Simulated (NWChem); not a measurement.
# BNH3OCl; SMILES NB(O)Cl

```xyz
7

B     -0.0229     0.4580     0.0000
Cl     0.0137    -1.3355     0.0000
O     -1.2148     1.1097     0.0000
H     -1.9640     0.5079     0.0000
N      1.1825     1.1631     0.0000
H      1.2031     2.1737     0.0000
H      2.0846     0.7124     0.0000
```
Atoms are numbered in this order, from 1.

The geometry was optimised at PBE0/def2-SVP.

Symmetry labels are those of Cs in the frame above (b1 and b2, or b-type labels, depend on it).

### Question
List the 4 lowest vertical singlet excitations from PBE0/def2-SVPD, TDA (NWChem).

### Answer
| state | energy (eV) | oscillator strength | symmetry | leading excitation (squared amplitude) |
|---|---|---|---|---|
| S1 | 6.97 | 0.006 | a" | HOMO → LUMO (0.97) |
| S2 | 7.92 | 0.056 | a' | HOMO−1 → LUMO (0.98) |
| S3 | 8.04 | 0.001 | a" | HOMO−2 → LUMO (0.76) |
| S4 | 8.09 | 0.042 | a" | HOMO → LUMO+1 (0.74) |
